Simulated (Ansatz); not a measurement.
Consider the atomization: `[CH3][GeH]([F])[SH]` → C• + F• + Ge• + 5 H• + S•.

Program: Ansatz. Geometries: PBE0-D4/def2-TZVP. ΔE: electronic, gas phase. CCSD(T)/CBS is the MP2 limit (def2-TZVPP, def2-QZVPP) plus CCSD(T) − MP2 in def2-TZVPP, frozen cores. This one scheme is used for every species, atoms too. For atomizations the MP2-based limit and the directly extrapolated one differ by several kJ/mol either way, and by 10 to 25 for some Ge, Se and Sn compounds, so smaller differences from it don't rank the levels. Functionals use def2-TZVPP. Open shells (•) are unrestricted, without spin–orbit coupling. Spin–orbit coupling would lower the free atoms: a little for C, F, S; clearly for Ge. Bonds to Ge are less sure, by a few kJ/mol each and by 10 to 20 or more in all where they break to atoms, as the def2 sets lack core-valence functions. Scalar relativity is left out up to krypton. Each species was taken in one conformer, which may not be the lowest.

`[CH3][GeH]([F])[SH]`:

Z-matrix (Å, degrees):
```
C
Ge 1 1.934
H 1 1.090 2 110.1
H 1 1.090 2 109.5 3 120.1
H 1 1.091 2 109.6 3 -120.5
F 2 1.746 1 105.4 3 179.9
S 2 2.208 1 113.0 3 -61.7
H 2 1.534 1 116.8 3 62.8
H 7 1.343 2 94.0 1 -39.1
```

Problem. What is ΔE at CCSD(T)/CBS? (Estimate.)

Solution. Ansatz gave: +725.9 kcal/mol.

Problem. What do these levels give: B97M-V, BLYP, BHLYP, LC-ωPBE, SCS-MP2/def2-TZVPP, MP2/CBS(def2)? (Best estimate.)

Solution. The calculation gave: B97M-V 729.6, BLYP 706.3, BHLYP 695.1, LC-ωPBE 716.6, SCS-MP2/def2-TZVPP 714.1, MP2/CBS(def2) 734.1 kcal/mol.

Largest T1 diagnostic among the species: 0.011.

In def2-TZVPP, CCSD(T) changes the Hartree–Fock value by +180.4 kcal/mol (the triples alone add +10.4 kcal/mol) and MP2 by +188.6 kcal/mol; breaking electron pairs costs correlation energy, which Hartree–Fock lacks. From PBE to PBE0 (25 % exact exchange), in def2-TZVPP and without D4, ΔE moves by −10.0 kcal/mol: exact exchange takes away binding that semilocal exchange gives to molecules. The D4 term adds +6.9 kcal/mol with B3LYP and +3.6 kcal/mol with PBE0; it sums over pairs of atoms, weighted by their polarisabilities, and B3LYP, whose exchange is more repulsive, gets the larger term.

B3LYP here is the variant with VWN-RPA as its local correlation; programs differ in this.
